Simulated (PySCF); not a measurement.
# One molecule, many functionals

Species: C₂H₁₀BNSi.
Geometry (PBE0-D3(BJ)/def2-SVP, Å), atoms numbered from 1 in this order:
```
atom  x, y, z in Å
C1    -1.624    0.397    1.294
B2    -0.534   -0.053    0.262
C3    -0.943   -0.663   -1.119
Si4    1.429    0.115    0.751
N5     2.438   -0.077   -0.661
H6    -1.778    1.473    1.070
H7    -2.604   -0.089    1.163
H8    -1.323    0.355    2.352
H9    -1.948   -0.381   -1.472
H10   -0.203   -0.556   -1.926
H11   -0.986   -1.753   -0.905
H12    1.803   -0.983    1.707
H13    1.657    1.391    1.530
H14    2.233    0.510   -1.463
H15    3.444   -0.137   -0.537
```

Linear-response calculations in the def2-SVPD basis (PySCF; singlets by full response, triplets Tamm–Dancoff, core orbitals frozen in the response; HF means time-dependent Hartree–Fock). 'Strongest' is the level of largest summed f among the singlets computed (10 roots, of which the last may lack a degenerate partner); it can jump between rows when another state enters that window. S1 is the lowest singlet of each run and needn't be the same state throughout; f(S1) is that of one state. The structure is a single PBE0-D3(BJ)/def2-SVP conformer in the gas phase; no vibrational or solvent corrections.

| functional | kind | S1 (eV) | f(S1) | strongest (eV) | T1 (eV) | HOMO (eV) | gap (eV) | ionisation energy, ΔSCF (eV) |
| --- | --- | --- | --- | --- | --- | --- | --- | --- |
| LDA | LDA | 3.57 | 0.003 | 6.00 | 3.29 | -5.79 | 3.43 | 8.70 |
| PBE | GGA | 3.66 | 0.003 | 6.09 | 3.30 | -5.70 | 3.54 | 9.14 |
| PBE0 | global hybrid, 25% exact exchange | 4.45 | 0.004 | 7.07 | 3.63 | -7.03 | 5.84 | 8.97 |
| BHandHLYP | global hybrid, 50% exact exchange | 4.81 | 0.006 | 8.10 | 3.94 | -8.29 | 8.17 | 9.23 |
| CAM-B3LYP | range-separated hybrid | 4.63 | 0.005 | 7.67 | 3.83 | -8.43 | 8.39 | 9.23 |
| wB97X-D | range-separated hybrid | 4.67 | 0.005 | 7.94 | 3.90 | -8.93 | 9.61 | 9.16 |
| LC-wPBE | range-separated hybrid | 4.72 | 0.005 | 8.36 | 3.76 | -9.75 | 10.85 | 9.42 |
| HF | Hartree–Fock | 5.21 | 0.008 | 9.45 | 4.01 | -10.15 | 12.21 | not settled |

Task: What does B3LYP (global hybrid, 20% exact exchange) give?

Result: S1 (eV) 4.41, f(S1) 0.004, strongest (eV) 6.92, T1 (eV) 3.73, HOMO (eV) -6.84, gap (eV) 5.46, ionisation energy, ΔSCF (eV) 8.98. S1 runs from 3.57 eV (LDA) to 5.21 eV (HF), a spread of 1.64 eV, while the orbital gap spreads over 8.8 eV. Along PBE (0%), B3LYP (20%), PBE0 (25%), BHandHLYP (50%), HF (100%) S1 rises with the share of exact exchange. −ε(HOMO) comes closest to its own ΔSCF ionisation energy with wB97X-D (-0.23 eV) and misses most with PBE (-3.45 eV). 'Not settled' means that the ion's SCF failed to converge or may have ended in another state than the lowest.
